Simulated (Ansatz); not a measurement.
[Er(NH3)6]3+ (ErN6H18³⁺), relaxed as a quartet with UKS PBE-D4/def2-SVP in Ansatz, starting from the GFN2-xTB geometry. Force threshold 0.03 eV/Å.

In the def2 sets Er takes a core potential; there is no spin–orbit coupling. With an open 4f shell the SCF may have ended on a state above the lowest.

Start:

```xyz
25

Er   -0.003    0.002    0.003
N     0.796    1.502    1.927
H     1.093    1.002    2.775
H     0.101    2.174    2.280
H     1.607    2.095    1.703
N    -0.791   -1.489   -1.940
H    -1.134   -0.979   -2.765
H    -1.569   -2.123   -1.713
H    -0.078   -2.119   -2.331
N    -0.630   -1.819    1.705
H     0.107   -2.512    1.893
H    -1.439   -2.399    1.440
H    -0.880   -1.478    2.643
N     0.631    1.806   -1.712
H     1.016    1.450   -2.598
H     1.340    2.483   -1.400
H    -0.149    2.404   -2.016
N     2.360   -0.991   -0.176
H     2.955   -0.827    0.647
H     2.928   -0.632   -0.955
H     2.405   -2.011   -0.303
N    -2.365    0.992    0.201
H    -2.981    0.781   -0.596
H    -2.414    2.017    0.275
H    -2.907    0.670    1.014
```

Question: Estimate the energy that the relaxation releases and the steps that it takes.

Answer: 15.5 kJ/mol, in 7 steps; 5.2 min on 4 threads of Intel Xeon on a shared host. No frequencies were taken in this run, so the end may be a saddle point.

Question: Does the start keep its bonding?

Answer: By distances, no bond broke or formed. The bond that changes most is Er1–N6, from 2.57 to 2.48 Å (atoms count from 1).

Question: Predict the relaxed structure.

Answer: 
```xyz
25

Er    0.000    0.000    0.001
N     0.728    1.438    1.886
H     1.050    0.933    2.735
H     0.010    2.087    2.260
H     1.525    2.070    1.677
N    -0.718   -1.424   -1.898
H    -1.095   -0.915   -2.720
H    -1.473   -2.103   -1.679
H     0.019   -2.024   -2.315
N    -0.649   -1.720    1.665
H     0.090   -2.413    1.891
H    -1.453   -2.318    1.395
H    -0.927   -1.363    2.598
N     0.636    1.706   -1.683
H     1.028    1.341   -2.571
H     1.353    2.390   -1.375
H    -0.142    2.314   -2.005
N     2.279   -0.952   -0.223
H     2.905   -0.779    0.587
H     2.837   -0.603   -1.025
H     2.327   -1.983   -0.337
N    -2.275    0.952    0.253
H    -2.935    0.715   -0.513
H    -2.327    1.989    0.291
H    -2.794    0.662    1.103
```
Bond lengths: 6 × Er–N 2.48 Å; 18 × H–N 1.04 Å.
